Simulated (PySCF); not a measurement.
# Löwdin shares of the frontier orbitals

BGe2H8N.
Numbering: `[BH2:1][N:2]([GeH3:3])[GeH3:4]` (hydrogens: H5, H6 on B1; H7, H8, H9 on Ge3; H10, H11, H12 on Ge4)

Structure used (PBE0-D3(BJ)/def2-SVP), in Å, numbered top down from 1:
```
atom  x, y, z in Å
B1    -0.5978    1.6633   -0.6367
N2    -0.3293    0.3437   -0.2443
Ge3   -1.6914   -0.8979    0.0403
Ge4    1.4509   -0.1722   -0.0075
H5     0.3257    2.4359   -0.8115
H6    -1.7397    2.0392   -0.8029
H7    -1.5979   -1.4082    1.4909
H8    -1.4868   -2.0833   -0.9223
H9    -3.0265   -0.1899   -0.2187
H10    2.2045   -0.0190   -1.3377
H11    2.0901    0.6992    1.0843
H12    1.4291   -1.6497    0.4295
```

Level of theory: TDDFT PBE0/def2-SVPD, vertical, gas phase, core orbitals frozen in the response (PySCF 2.14.0, density-fitted response routines). Relativistic effects, spin–orbit coupling among them, are left out although an element past zinc is present.

Kohn–Sham orbitals with the atoms that hold most of them (Löwdin shares over 4%, at most four atoms; ? is withheld):

```tsv
orbital	ε (eV)	atoms
HOMO-3	-9.75	Ge4 18%, H12 17%, Ge3 16%, N2 15%
HOMO-2	-9.47	Ge3 23%, Ge4 20%, H9 19%, H12 12%
HOMO-1	-8.35	B1 31%, N2 18%, H6 18%, H5 18%
HOMO	-8.12	?
LUMO	-0.29	?
LUMO+1	-0.10	Ge4 23%, Ge3 22%, N2 10%, H12 6%
LUMO+2	0.11	Ge4 26%, Ge3 22%, H9 8%, H10 7%
```

Task: Which atoms hold the LUMO, and with what shares?

Result: B1 (bonded to N and 2 H) 42%; N2 (bonded to B and 2 Ge) 19%; H5 (bonded to B) 10%; H6 (bonded to B) 10%. By element: boron 42%, hydrogen 20% or more, nitrogen 19%.

Task: Which atoms hold the HOMO, and with what shares?

Result: N2 (bonded to B and 2 Ge) 46%; B1 (bonded to N and 2 H) 12%; Ge3 (bonded to N and 3 H) 10%; Ge4 (bonded to N and 3 H) 9%. By element: nitrogen 46%, germanium 19%, boron 12%.

Task: The HOMO–LUMO gap is 7.83 eV. Where does the response calculation put the lowest singlet, and from which orbitals?

Result: S1 is at 6.32 eV (f = 0.0000), 1.51 eV below the gap, made of HOMO-1→LUMO (98%). Its leading pair isn't HOMO and LUMO; the energies of that pair differ by 8.06 eV. 

Task: One configuration dominates each of S1, S2, S3 and S4. Which, and how do the shares of the two leading atoms of either orbital change from the occupied to the empty one?

Result: 
- S1 (6.32 eV, f 0.0000), HOMO-1→LUMO (98%): B1 31% → 42%, N2 18% → 19%
- S2 (6.65 eV, f 0.0020), HOMO→LUMO+1 (98%): N2 46% → 10%, B1 12% → at most 7%, Ge4 9% → 23%, Ge3 10% → 22%
- S3 (6.83 eV, f 0.107), HOMO→LUMO (96%): N2 46% → 19%, B1 12% → 42%
- S4 (7.13 eV, f 0.043), HOMO-1→LUMO+1 (98%): B1 31% → at most 7%, N2 18% → 10%, Ge4 at most 17% → 23%, Ge3 at most 17% → 22%
